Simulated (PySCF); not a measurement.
Tosyl fluoride, C₇H₇FO₂S.
SMILES with atom numbers: `[CH3:1][c:2]1[cH:3][cH:4][c:5]([S:6](=[O:7])(=[O:8])[F:9])[cH:10][cH:11]1`

Structure used (PBE0-D3(BJ)/def2-SVP), in Å, numbered top down from 1:
```xyz
18
C7H7FO2S angstrom
C      3.3758    0.0294    0.0999
C      1.8968   -0.2079    0.1570
C      1.1353    0.3133    1.2140
C     -0.2370    0.1121    1.2794
C     -0.8540   -0.6241    0.2685
S     -2.5872   -0.8929    0.3406
O     -3.0723   -0.6886    1.6825
O     -2.9487   -2.0364   -0.4589
F     -3.0814    0.3931   -0.4969
C     -0.1291   -1.1592   -0.7933
C      1.2442   -0.9445   -0.8397
H      3.8490   -0.1739    1.0723
H      3.5916    1.0806   -0.1516
H      3.8590   -0.6024   -0.6576
H      1.6313    0.8815    2.0051
H     -0.8323    0.5037    2.1063
H     -0.6391   -1.7457   -1.5597
H      1.8247   -1.3651   -1.6645
```

NICS = −σ at a ghost point: NICS(0) at the centroid of the ring atoms, NICS(1) 1 Å to either side along the normal of their mean plane, zz for the tensor component along that normal. Level: GIAO PBE0/pcSseg-1 (PySCF, non-relativistic, gas phase) on the PBE0-D3(BJ)/def2-SVP geometry, one conformer.

Ring bond lengths (Å), with Mayer bond orders in brackets: C2–C3 1.403 (1.38), C3–C4 1.389 (1.45), C4–C5 1.394 (1.35), C5–C10 1.393 (1.36), C10–C11 1.391 (1.44), C11–C2 1.401 (1.40).

Q: Give the NICS values of each ring in ppm.

A: 
| ring | type | NICS(0) | NICS(1), two faces | NICS(1)zz, two faces | rms pucker (Å) | centre to ring atoms, mean (Å) |
| --- | --- | --- | --- | --- | --- | --- |
| C2–C3–C4–C5–C10–C11 | 6-membered carbocycle; formal bonds all aromatic | -9.2 | -11.6 / -11.2 | -27.6 / -26.8 | 0.00 | 1.39 |

Q: What can be read from them?

A: 
- C2–C3–C4–C5–C10–C11: mean NICS(1)zz -27.2 ppm, shielded. The ring is flat and has no four-coordinate atom; by the NICS criterion it is aromatic.

Q: What does the geometric index give? HOMA = 1 − mean of α(R − Ropt)² over the ring bonds, with Krygowski's 1993 parameters (CC: Ropt 1.388 Å, α 257.7 Å⁻²).

A: 
- C2–C3–C4–C5–C10–C11: HOMA 0.98 = 1 − EN − GEO, with mean bond length 1.395 Å, EN = α(Ropt − mean)² = 0.013 and GEO = α × variance = 0.007. The geometric and the magnetic index point the same way.

Q: Give the inner angles of the rings and the Hirshfeld charges of the ring atoms.

A: 
- C2–C3–C4–C5–C10–C11: C2 118.6° (+0.030 e), C3 121.2° (-0.040 e), C4 118.7° (-0.035 e), C5 121.7° (-0.042 e), C10 118.7° (-0.034 e), C11 121.2° (-0.041 e); sum 720.0° against 720° for a flat convex ring.

Q: How do the values depend on the level or the medium?

A: 
```
                                 level  NICS(0), C2–C3–C4–C5–C10–C11  mean NICS(1)zz, C2–C3–C4–C5–C10–C11
                    PBE0/pcSseg-1, gas                          -9.2                                -27.2
                mPW1PW91/pcSseg-2, gas                          -9.2                                -27.2
PBE0/pcSseg-1, IEF-PCM tetrahydrofuran                          -9.0                                -27.0
          PBE0/pcSseg-1, IEF-PCM water                          -8.9                                -27.0
```

The geometry is the same throughout; the continuum's cavity takes Bondi-type radii × 1.2.
